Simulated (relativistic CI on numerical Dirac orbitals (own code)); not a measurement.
Line list: Electric-dipole lines, Ru XVIII

These numbers are calculated, not measured: Dirac-Coulomb-Breit CI, separate exchange-only KLI orbitals for each configuration, model QED (radiative potential, 1s self-energy scaled to tabulated hydrogen-like ionisation energies), unscaled Slater integrals (own radial code, finite nucleus).

Configuration list (outside the closed core [Ne]): 3s2.3p6.3d9, 3s2.3p5.3d10, 3s.3p6.3d10, 3s2.3p6.3d8.4s, 3s2.3p6.3d8.4p, 3s2.3p6.3d8.4d, 3s2.3p6.3d7.4s2, 3s2.3p6.3d8.4f, 3s2.3p6.3d7.4s.4p, 3s2.3p5.3d9.4s, 3s2.3p4.3d10.4s, 3s2.3p6.3d8.5s, 3s2.3p6.3d7.4p2, 3s2.3p6.3d8.5p, 3s2.3p5.3d9.4p, 3s2.3p6.3d7.4s.4d. Levels of other configurations are missing.

```
λ vac (Å)                         Lower                          Upper   A (s⁻¹)        gf  Branching (%)
   27.845        3s2.3p6.3d9 2D_5/2 [1]   3s2.3p6.3d8.4f 4D°_7/2 [183]  5.75e+11  5.34e-01           90.1
   28.062        3s2.3p6.3d9 2D_5/2 [1]   3s2.3p6.3d8.4f 2D°_5/2 [170]  7.83e+11  5.54e-01           90.4
   37.819        3s2.3p6.3d9 2D_5/2 [1]    3s2.3p6.3d8.4p 2F°_7/2 [45]  3.47e+11  5.96e-01           96.7
   62.208        3s2.3p6.3d9 2D_3/2 [2]       3s2.3p5.3d10 2P°_1/2 [4]  6.63e+11  7.70e-01          100.0
   68.662        3s2.3p6.3d9 2D_5/2 [1]       3s2.3p5.3d10 2P°_3/2 [3]  4.58e+11  1.29e+00           90.7
   201.37   3s2.3p6.3d8.4p 4G°_7/2 [26]     3s2.3p6.3d8.4d 4H_9/2 [82]  4.52e+10  2.75e+00           64.7
   201.40   3s2.3p6.3d8.4p 2G°_9/2 [23]     3s2.3p6.3d8.4d 4G_9/2 [71]  3.38e+10  2.05e+00           48.2
   202.79   3s2.3p6.3d8.4p 2G°_9/2 [23]    3s2.3p6.3d8.4d 4H_11/2 [69]  6.10e+10  4.51e+00           85.8
   203.61   3s2.3p6.3d8.4p 4D°_7/2 [22]     3s2.3p6.3d8.4d 4D_5/2 [68]  5.64e+10  2.10e+00           87.7
   205.13   3s2.3p6.3d8.4p 2H°_9/2 [43]   3s2.3p6.3d8.4d 2I_11/2 [106]  6.45e+10  4.88e+00           92.6
   218.64   3s2.3p6.3d8.4p 2F°_7/2 [40]     3s2.3p6.3d8.4d 2G_9/2 [93]  5.02e+10  3.60e+00           82.4
   219.74  3s2.3p6.3d8.4p 4G°_11/2 [28]    3s2.3p6.3d8.4d 4H_13/2 [72]  5.95e+10  6.03e+00          100.0
   219.78   3s2.3p6.3d8.4d 4H_13/2 [72]  3s2.3p6.3d8.4f 4I°_15/2 [137]  6.07e+10  7.03e+00          100.0
   220.08   3s2.3p6.3d8.4p 4G°_9/2 [38]    3s2.3p6.3d8.4d 4H_11/2 [87]  5.91e+10  5.15e+00           99.8
   220.22   3s2.3p6.3d8.4p 4D°_7/2 [51]    3s2.3p6.3d8.4d 4F_9/2 [103]  5.46e+10  3.97e+00           91.0
   221.21   3s2.3p6.3d8.4p 4F°_9/2 [30]    3s2.3p6.3d8.4d 4G_11/2 [73]  4.32e+10  3.81e+00           73.8
   221.56  3s2.3p6.3d8.4p 2H°_11/2 [55]   3s2.3p6.3d8.4d 2I_13/2 [111]  5.82e+10  6.00e+00          100.0
   290.54    3s2.3p6.3d8.4s 2G_9/2 [17]    3s2.3p6.3d8.4p 2G°_9/2 [63]  1.48e+10  1.87e+00           76.7
   298.25     3s2.3p6.3d8.4s 4F_9/2 [5]    3s2.3p6.3d8.4p 4F°_9/2 [30]  1.03e+10  1.37e+00           60.1
   298.56     3s2.3p6.3d8.4s 4F_5/2 [7]    3s2.3p6.3d8.4p 2F°_7/2 [40]  1.05e+10  1.12e+00           10.5
   300.13    3s2.3p6.3d8.4s 2D_5/2 [16]    3s2.3p6.3d8.4p 2F°_7/2 [59]  1.44e+10  1.55e+00           81.1
   300.56    3s2.3p6.3d8.4s 4P_5/2 [11]    3s2.3p6.3d8.4p 4D°_7/2 [51]  1.50e+10  1.62e+00           40.2
   305.49     3s2.3p6.3d8.4s 4F_7/2 [6]    3s2.3p6.3d8.4p 2F°_7/2 [31]  1.17e+10  1.31e+00            9.6
   306.26     3s2.3p6.3d8.4s 4F_9/2 [5]   3s2.3p6.3d8.4p 4G°_11/2 [28]  1.66e+10  2.81e+00          100.0
   307.82     3s2.3p6.3d8.4s 4F_7/2 [6]    3s2.3p6.3d8.4p 4F°_9/2 [30]  6.62e+09  9.40e-01           38.7
   308.49     3s2.3p6.3d8.4s 2F_7/2 [9]    3s2.3p6.3d8.4p 4G°_9/2 [38]  1.57e+10  2.24e+00           95.5
   313.08    3s2.3p6.3d8.4s 2G_9/2 [17]   3s2.3p6.3d8.4p 2H°_11/2 [55]  1.57e+10  2.76e+00          100.0
   351.53     3s2.3p6.3d8.4s 4F_9/2 [5]    3s2.3p6.3d8.4p 2G°_9/2 [23]  4.48e+09  8.29e-01           44.3
   364.25     3s2.3p6.3d8.4s 4F_9/2 [5]    3s2.3p6.3d8.4p 4D°_7/2 [22]  8.36e+09  1.33e+00           67.1
   364.90     3s2.3p6.3d8.4s 4F_7/2 [6]    3s2.3p6.3d8.4p 2G°_9/2 [23]  5.47e+09  1.09e+00           54.1
```

Terms are leading LS components. Brackets give the number of a level in order of energy, since labels repeat. The list gives strong lines, with weight on those to low levels, without lines whose two gauges differ by over a factor of 2.5, among the lowest 200 of 1190 levels, so that lines to higher ones, which can be the strongest, are missing. Levels whose partners in the same complex of configurations lie outside the list can be far off, and so can their lines. Rates are taken at the computed energies, electric ones in the length gauge.

At this charge energies of transitions that change n are usually good to better than 1 %, and those within a shell (Δn = 0) to a few per cent.

From the table, what is the radiative lifetime of 3s2.3p6.3d8.4p 4F°_9/2?

The listed rates from this level add up to about 1.69e+10 s⁻¹, 99 % of its decay; with all channels τ = 5.85e-11 s.

LS names give the leading component of a level, which can be under half, so a name can repeat, a term be missing and a line seem to break the LS rules.
